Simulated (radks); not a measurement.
Spin polarisation of the 5d1 shell in the hafnium ion Hf+. Start: [Xe] 4f14 5d(up 0.5, down 0.5) 6s2; electrons of 5d are moved from spin down to spin up, other shells keep equal spins. Calculated with a radial shooting solver on a logarithmic mesh with Libxc functionals: scalar-relativistic Kohn-Sham, PBE, spin-polarised, spherical densities, point nucleus.

| moment (Bohr magnetons) | E - E(0) (eV) | e(5d up) (eV) | e(5d down) (eV) | 6s down minus up (eV) |
|---|---|---|---|---|
| 0 | 0.000 | -10.676 | -10.676 | 0.000 |
| 0.25 | -0.010 | -10.756 | -10.593 | 0.119 |
| 0.5 | -0.041 | -10.832 | -10.507 | 0.238 |
| 0.75 | -0.091 | -10.905 | -10.417 | 0.357 |
| 1 | -0.163 | -10.974 | -10.324 | 0.476 |

At moment 1 the spin-polarisation energy is -0.163 eV and the 5d exchange splitting 0.650 eV, that is 0.650 eV per Bohr magneton; E = -I m^2/4 would give I = 0.650 eV.
